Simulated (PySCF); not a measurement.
# Rhodium: a sound run and one with changed settings

Sound run: Rh²⁺ [Kr] 4d7, Rh³⁺ [Kr] 4d6. All numbers are calculated (PySCF 2.14, scalar relativity through the core potential, in cc-pVDZ-PP with ECP28MDF (4s4p3d1f, 38 functions)). In the sound run the correlated levels freeze 4s2 4p6 outside the core potential. The sound run starts from symmetry-adapted Hartree-Fock orbitals and uses a fine grid where one is needed.

Changed run: initial guess 1e, at most 50 SCF cycles.

```csv
species,method,sound run (hartree),changed run (hartree),converged
Rh²⁺,UHF,-108.56201,-108.56201,yes
Rh²⁺,B3LYP,-109.21248,-109.21248,yes
Rh³⁺,UHF,-107.48387,-107.48387,yes
Rh³⁺,B3LYP,-108.06517,-108.06517,yes
```

Here the plain start reaches the same solutions.
